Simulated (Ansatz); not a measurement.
C4H5F3 (`FC1CCC1(F)F`). Total charge 0; spin multiplicity 1.

```
atom    x (Å)    y (Å)    z (Å)
  F1   0.2848   0.4506   1.9949
  C2   0.6619  -0.1725   0.8341
  C3   0.6795   0.8007  -0.3552
  C4  -0.7406   0.3309  -0.7569
  C5  -0.5357  -0.8695   0.1589
  F6  -0.1109  -1.9653  -0.5223
  F7  -1.5528  -1.2476   0.9448
  H8   1.5376  -0.7938   1.0293
  H9   0.7899   1.8461  -0.0729
 H10   1.4411   0.5358  -1.0882
 H11  -1.5192   0.9841  -0.3637
 H12  -0.9356   0.1004  -1.8027
```

(1) What are the harmonic wavenumbers in cm⁻¹ at PBE0-D4/def2-TZVP (Ansatz, finite differences of forces, unscaled)? (Best estimate.)

(2) Is this a minimum?

(3) Give the ideal-gas thermochemistry at 298.15 K and 1 bar (rigid rotor, harmonic oscillator; point group C1, symmetry number 1).

(4) And at 400, 500, 600, 800 and 1000 K?

## Answers

(1) Computed: 85, 204, 329, 348, 448, 469, 563, 684, 726, 864, 910, 953, 988, 1058, 1153, 1170, 1190, 1210, 1238, 1277, 1284, 1341, 1385, 1450, 1475, 3104, 3108, 3117, 3164, 3178.

(2) Yes, all 30 modes are real.

(3) Zero-point energy 230.1 kJ/mol; H(298) − E = 248.8 kJ/mol; entropy 331.0 J/(mol·K), of which translation 167.5, rotation 113.7, vibration 49.8; G(298) − E = 150.2 kJ/mol. Modes under 100 cm⁻¹ are hindered rotations or soft bends, so the harmonic entropy is rough.

(4) 
```json
{"T (K)": "400", "H − E (kJ/mol)": "260.7", "S (J/mol/K)": "364.9", "G − E (kJ/mol)": "114.7"}
{"T (K)": "500", "H − E (kJ/mol)": "274.9", "S (J/mol/K)": "396.7", "G − E (kJ/mol)": "76.6"}
{"T (K)": "600", "H − E (kJ/mol)": "291.3", "S (J/mol/K)": "426.5", "G − E (kJ/mol)": "35.4"}
{"T (K)": "800", "H − E (kJ/mol)": "328.9", "S (J/mol/K)": "480.4", "G − E (kJ/mol)": "-55.4"}
{"T (K)": "1000", "H − E (kJ/mol)": "371.1", "S (J/mol/K)": "527.3", "G − E (kJ/mol)": "-156.2"}
```
